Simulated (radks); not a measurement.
Polarisabilities and homonuclear dispersion coefficients (atomic units). Calculated with a radial shooting solver on a logarithmic mesh with Libxc functionals: non-relativistic Kohn-Sham, LDA (Slater exchange, VWN5 correlation), spin-polarised, spherical densities, point nucleus; open shells are filled with parallel spins first (spin-orbit coupling, left out, can overturn this in heavy ions). Response by self-consistent Sternheimer equations with the Hartree and adiabatic LDA kernel. For heavy and open-shell atoms this level of theory can miss by tens of per cent. "Uncoupled" leaves out the induced potential. Quadrupole and octupole values are given only where no p, d or f shell is open.

\begin{tabular}{lrrrrr}
species & configuration & alpha1 (bohr^3) & alpha1, uncoupled & C6 & recommended alpha1 \\ \hline
Mo2+ & [Kr] 4d4 & 9.922 & 13.91 & 52.94 & - \\
Cu2+ & [Ar] 3d9 & 3.142 & 3.966 & 8.637 & - \\
Rh & [Kr] 4d8 5s1 & 59.08 & 95.86 & 517.5 & 66 +/- 10 \\
P & [Ne] 3s2 3p3 & 27.89 & 41.93 & 207.7 & 25 +/- 1 \\
Se & [Ar] 3d10 4s2 4p4 & 27.52 & 41.11 & 230.1 & 28.9 +/- 1 \\
Ar+ & [Ne] 3s2 3p5 & 7.095 & 11.11 & 32.07 & - \\
\end{tabular}

Recommended values: Schwerdtfeger and Nagle, table of static dipole polarisabilities (2023 update), measured or computed.

Beside tabulated values, note that relativity, absent from the non-relativistic runs, is large for the heavy elements.
